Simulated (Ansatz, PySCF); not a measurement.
Cu(Cl) anion (ClCu), SMILES [Cl][Cu] (connectivity only; charge and spin as stated), charge -1, multiplicity 2. Atoms are numbered in the order given.

```xyz
2

Cu     0.0000     0.0000    -0.8272
Cl     0.0000     0.0000     1.3845
```
Charge -1, spin multiplicity 2.

Coordinates come from a PBE0-D3(BJ)/def2-TZVPD optimisation. The spin state was assumed, not searched.

Two levels are set side by side: PBE-D3(BJ)/def2-TZVPD (Ansatz, a quantum-chemistry and plane-wave program) and PBE0-D3(BJ)/def2-TZVPD (Ansatz). Each level has its own optimised geometry; the coordinates shown are those of the second. Frequencies come from the Hessian of PySCF at each geometry. Differences are taken from unrounded values.

| quantity | PBE0-D3(BJ) | PBE-D3(BJ) | PBE-D3(BJ) minus PBE0-D3(BJ) |
|---|---|---|---|
| bond Cu1–Cl2 (Å) | 2.212 | 2.202 | -0.009 |
| highest harmonic wavenumber (cm⁻¹) | 276 | 281 | 4 |
| mean harmonic wavenumber (cm⁻¹) | 276 | 281 | 4 |
| zero-point energy (kcal/mol) | 0.40 | 0.40 | 0.01 |

On these quantities the two levels nearly agree.
